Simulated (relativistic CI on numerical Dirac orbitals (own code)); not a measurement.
# Eu12+: computed level list

Method of calculation: Dirac-Coulomb-Breit CI, KLI orbitals optimised for each configuration, model QED, unscaled Slater integrals (own radial code, finite nucleus).

Configuration list (outside the closed core [Kr] 4d10): 4f3 5s2, 4f5, 4f4 5s, 4f2 5s2 5p, 4f3 5s 5p, 4f2 5s 5p2, 4f 5s2 5p 5d, 4f2 5s2 5d, 4f 5s2 5p 6s, 4f4 6s, 4f2 5s2 6s, 4f 5s2 5p2, 5s2 5p3, 4f 5s 5p3, 5s2 5p2 5d, 5s2 5p2 6s. Double excitations out of closed p, d and f shells are left out; levels of such configurations are missing from the list, as are those of other unlisted configurations, and high levels can miss mixing partners.

The lowest level is 4f3 5s2 4I°_9/2, with 96 % of that term; Hund's rules for 4f3 5s2 give 4I° with J = 9/2, in agreement.

```
No.  Configuration  Term     J  E (cm⁻¹)    %  Landé g  Lifetime (s)     jj configuration (%)
  1        4f3 5s2   4I°   9/2       0.0   96    0.732                           4f5/2^3 (63)
  2        4f3 5s2   4I°  11/2    3741.9   99    0.965      4.58e-01       4f5/2^2 4f7/2 (87)
  3        4f3 5s2   4I°  13/2    7649.3   99    1.106      3.49e-01       4f5/2 4f7/2^2 (80)
  4        4f3 5s2   4I°  15/2   11639.6   98    1.197      4.92e-01             4f7/2^3 (49)
  5        4f3 5s2   4F°   3/2   22513.0   93    0.436                           4f5/2^3 (45)
  6        4f3 5s2   2H°   9/2   22738.7   69    0.974      6.65e-02       4f5/2^2 4f7/2 (48)
  7        4f3 5s2   4F°   5/2   24610.5   97    1.031      2.68e+00       4f5/2^2 4f7/2 (72)
  8        4f3 5s2   4S°   3/2   26172.7   93    1.941      1.24e+01       4f5/2^2 4f7/2 (58)
  9        4f3 5s2   4F°   7/2   26297.7   87    1.192      2.30e+00       4f5/2^2 4f7/2 (63)
 10        4f3 5s2   4F°   9/2   28520.2   77    1.247      2.06e-01       4f5/2 4f7/2^2 (82)
 11        4f3 5s2   2H°  11/2   29120.6   94    1.095      7.97e-02       4f5/2 4f7/2^2 (68)
 12        4f3 5s2   2G°   7/2   32301.3   71    0.945      1.81e-01       4f5/2^2 4f7/2 (54)
 13        4f3 5s2   4G°   5/2   33821.5   98    0.574      1.49e+00       4f5/2^2 4f7/2 (42)
 14        4f3 5s2   2K°  13/2   34737.3   98    0.934      8.42e-02       4f5/2^2 4f7/2 (67)
 15        4f3 5s2   4G°   7/2   36944.0   83    0.971      3.20e-01       4f5/2^2 4f7/2 (54)
 16        4f3 5s2   4G°   9/2   37501.9   41    1.139      8.10e-02       4f5/2 4f7/2^2 (42)
 17        4f3 5s2   2K°  15/2   38696.2   94    1.062      5.53e-02       4f5/2^2 4f7/2 (47)
 18        4f3 5s2   2D°   3/2   39916.1   46    1.075      5.43e-02       4f5/2 4f7/2^2 (56)
 19        4f3 5s2   4G°   9/2   40195.7   57    1.152      1.19e-01             4f7/2^3 (46)
 20        4f3 5s2   4G°  11/2   42113.7   94    1.261      2.00e-01       4f5/2 4f7/2^2 (44)
 21        4f3 5s2   2P°   1/2   43508.3   95    0.634      1.39e-01       4f5/2 4f7/2^2 (51)
 22        4f3 5s2   2D°   5/2   44415.7   97    1.194      9.06e-02       4f5/2 4f7/2^2 (71)
 23        4f3 5s2   2P°   3/2   49744.4   48    1.075      4.33e-02             4f7/2^3 (77)
 24        4f3 5s2   2I°  11/2   53942.5   87    0.945      1.58e-01       4f5/2^2 4f7/2 (71)
 25        4f3 5s2   4D°   3/2   55282.9   76    1.110      3.57e-01       4f5/2^2 4f7/2 (74)
 26        4f3 5s2   2L°  15/2   55377.1   95    0.946      8.90e-02       4f5/2^2 4f7/2 (45)
 27        4f3 5s2   4D°   5/2   55745.4   75    1.317      1.62e-01       4f5/2^2 4f7/2 (64)
 28        4f3 5s2   2I°  13/2   56408.4   99    1.074      1.33e-01       4f5/2 4f7/2^2 (87)
 29        4f3 5s2   4D°   1/2   56726.0   95    0.027      4.23e-01       4f5/2^2 4f7/2 (51)
 30        4f3 5s2   2L°  17/2   58235.3  100    1.058      2.07e-01      4f5/2 4f7/2^2 (100)
 31        4f3 5s2   4D°   7/2   60198.1   98    1.423      3.69e-01       4f5/2 4f7/2^2 (68)
 32        4f3 5s2   2H°   9/2   62255.3   98    0.911      8.42e-02       4f5/2 4f7/2^2 (53)
 33        4f3 5s2   2D°   3/2   64331.7   77    0.890      5.76e-02       4f5/2 4f7/2^2 (74)
 34        4f3 5s2   2H°  11/2   64866.0   86    1.071      5.14e-02       4f5/2 4f7/2^2 (48)
 35        4f3 5s2   2D°   5/2   66756.2   55    1.166      4.14e-02       4f5/2 4f7/2^2 (52)
 36        4f3 5s2   2F°   5/2   74201.6   74    0.937      1.88e-02             4f7/2^3 (47)
 37         4f4 5s    6I   7/2   74548.9   98    0.447      2.07e-02    4f5/2^3 4f7/2 5s (40)
 38         4f4 5s    6I   9/2   76154.3   98    0.828      3.76e-02    4f5/2^3 4f7/2 5s (54)
 39        4f3 5s2   2F°   7/2   77017.0   97    1.144      2.20e-02             4f7/2^3 (44)
 40         4f4 5s    6I  11/2   78053.6   99    1.034      6.54e-02  4f5/2^2 4f7/2^2 5s (48)
 41         4f4 5s    6I  13/2   80188.2   99    1.157      6.01e-02  4f5/2^2 4f7/2^2 5s (64)
 42         4f4 5s    6I  15/2   82499.8   98    1.236      1.43e-01    4f5/2 4f7/2^3 5s (50)
 43         4f4 5s    6I  17/2   84938.2   97    1.290      3.71e-02    4f5/2 4f7/2^3 5s (46)
 44        4f3 5s2   2G°   9/2   91910.9   99    1.108      5.04e-02       4f5/2 4f7/2^2 (62)
 45        4f3 5s2   2G°   7/2   93872.4   98    0.891      6.84e-02       4f5/2 4f7/2^2 (57)
 46         4f4 5s    6F   1/2   96635.5   96   -0.647      3.83e-04    4f5/2^3 4f7/2 5s (66)
 47         4f4 5s    6F   3/2   97072.5   96    1.066      2.09e-04  4f5/2^2 4f7/2^2 5s (44)
 48         4f4 5s    4I   9/2   97224.9   96    0.734      8.97e-04    4f5/2^3 4f7/2 5s (44)
 49         4f4 5s    6F   5/2   97868.6   96    1.311      1.31e-04  4f5/2^2 4f7/2^2 5s (47)
 50         4f4 5s    6F   7/2   99049.4   96    1.389      1.02e-04    4f5/2^3 4f7/2 5s (39)
 51         4f4 5s    6S   5/2   99987.9   96    1.983      6.24e-03  4f5/2^2 4f7/2^2 5s (48)
 52         4f4 5s    4I  11/2  100110.9   93    0.959      1.26e-03    4f5/2^3 4f7/2 5s (47)
 53         4f4 5s    6F   9/2  100503.3   95    1.424      8.04e-05  4f5/2^2 4f7/2^2 5s (51)
 54         4f4 5s    6F  11/2  102348.7   95    1.445      7.34e-05  4f5/2^2 4f7/2^2 5s (43)
 55         4f4 5s    4I  13/2  103101.8   87    1.089      1.68e-03  4f5/2^2 4f7/2^2 5s (60)
 56         4f4 5s    4K  11/2  105940.4   94    0.779      1.59e-04  4f5/2^2 4f7/2^2 5s (55)
 57         4f4 5s    4I  15/2  106177.8   80    1.173      2.05e-03    4f5/2 4f7/2^3 5s (44)
 58         4f4 5s    6G   3/2  106711.2   95    0.018      2.80e-05    4f5/2^3 4f7/2 5s (42)
 59         4f4 5s    4K  13/2  107280.5   81    0.969      1.95e-04    4f5/2^3 4f7/2 5s (42)
 60         4f4 5s    6G   5/2  107359.3   90    0.844      2.31e-05    4f5/2^3 4f7/2 5s (62)
 61         4f4 5s    6G   7/2  107869.4   66    1.044      1.96e-05    4f5/2^3 4f7/2 5s (45)
 62         4f4 5s    4K  15/2  108912.9   70    1.093      2.86e-04    4f5/2^3 4f7/2 5s (39)
 63         4f4 5s    6G   9/2  109110.5   61    1.198      1.75e-05  4f5/2^2 4f7/2^2 5s (47)
 64         4f4 5s    4K  17/2  110617.9   81    1.160      1.36e-04    4f5/2^3 4f7/2 5s (36)
 65         4f4 5s    4H   7/2  110779.4   63    0.815      2.96e-05  4f5/2^2 4f7/2^2 5s (43)
 66         4f4 5s    6G  11/2  111470.4   73    1.303      2.61e-05  4f5/2^2 4f7/2^2 5s (48)
 67         4f4 5s    4H   9/2  112971.8   56    1.081      3.77e-05  4f5/2^2 4f7/2^2 5s (52)
 68         4f4 5s    4G   5/2  114127.2   89    0.612      1.66e-05    4f5/2^3 4f7/2 5s (53)
 69         4f4 5s    6G  13/2  114367.2   91    1.370      5.68e-04    4f5/2 4f7/2^3 5s (51)
 70         4f4 5s    4L  13/2  115116.1   80    0.828      1.24e-04    4f5/2^3 4f7/2 5s (48)
```

Energies count from the lowest computed level; ° marks odd parity; lifetimes are radiative, by E1, M1, E2, M2, E3 decay to levels of this space only; some are left blank where a channel outside the calculation adds to the decay or the decay crosses a small, uncertain gap. Filled j subshells are mostly left out of the jj labels.

The mean weight of the leading LS term, summed over parents, in these 70 levels is 86 %, and that of the leading jj configuration (from the same eigenvectors) 55 %, so LS coupling describes them better.

At this charge transitions that keep the count of f electrons are usually good to a few per cent. Terms inside the open d or f shell come out 10 to 20 % too wide with unscaled integrals. Levels and lines within the n = 5 or 6 shells can be off by up to 10 % or somewhat more, and those that change n by about 2 %, since core polarisation is missing. Levels that differ in their count of f electrons can be misplaced by several ten thousand cm⁻¹, since the correlation energy of f electrons is missing or only estimated; rates across such gaps can be off by orders of magnitude.

Landé's interval rule says that E(J) − E(J−1) = AJ with one A. For the ground term the intervals give A = 680.3, 601.2, 532.0 cm⁻¹ for J = 11/2, 13/2, 15/2; the multiplet is regular.

LS names give the leading component of a level, which can be under half, so a name can repeat, a term be missing and a line seem to break the LS rules.
